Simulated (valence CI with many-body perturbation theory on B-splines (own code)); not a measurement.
# Missing levels of Dy60+

Method: valence CI with perturbative core correlation (CI+MBPT): four valence electrons over a frozen Dirac-Fock core [He], radial functions for each j: 11 s, 11 p, 9 d, 7 f, 5 g, 2 h, 1 i, with the one-electron correlation potential Σ1 (screened to all orders), the two-electron term Σ2, the three-electron term Σ3, Breit, model QED; selected single and double excitations, second order for the rest (own B-spline code, finite nucleus).

The last digits are not significant, and no measured levels were compared; by estimate large intervals hold to a few tenths of a per cent, small ones and those within an open d or f shell to about a per cent. Among the levels kept, up to 290 cm⁻¹ of a level comes from second order outside the variational space, and about a tenth of that is noise between levels of different J, which matters for small intervals.

```tsv
Level	E (Ry)
(2s^2 2p1/2^2) J=0	0.00
(2s^2 2p1/2 2p3/2) J=1	?
(2s^2 2p1/2 2p3/2) J=2	?
(2s 2p1/2^2 2p3/2) J=2	?
(2s 2p1/2^2 2p3/2) J=1	85.30
(2s^2 2p3/2^2) J=2	125.05
(2s^2 2p3/2^2) J=0	128.98
(2s 2p1/2 2p3/2^2) J=2 [a]	?
(2s 2p1/2 2p3/2^2) J=3	142.14
(2s 2p1/2 2p3/2^2) J=0	145.92
(2s 2p1/2 2p3/2^2) J=1 [a]	?
(2s 2p1/2 2p3/2^2) J=2 [b]	148.09
(2s 2p1/2 2p3/2^2) J=1 [b]	148.36
(2p1/2^2 2p3/2^2) J=2	167.71
(2p1/2^2 2p3/2^2) J=0	171.87
(2s 2p3/2^3) J=2	206.89
(2s 2p3/2^3) J=1	212.34
(2p1/2 2p3/2^3) J=1	?
(2p1/2 2p3/2^3) J=2	231.18
(2p3/2^4) J=0	295.48
```

Levels are named by their leading jj configuration (3d3/2^4 stands for four electrons in 3d with j = 3/2), which in mixed levels can hold well under half, so a name can repeat and another be missing. Letters in brackets count levels of one name in rising energy.

(1) The levels stand in rising order. What does the calculation give for the missing energies?

Answers

(1) (2s^2 2p1/2 2p3/2) J=1 61.20; (2s^2 2p1/2 2p3/2) J=2 62.50; (2s 2p1/2^2 2p3/2) J=2 79.69; (2s 2p1/2 2p3/2^2) J=2 [a] 139.09; (2s 2p1/2 2p3/2^2) J=1 [a] 147.36; (2p1/2 2p3/2^3) J=1 229.85.
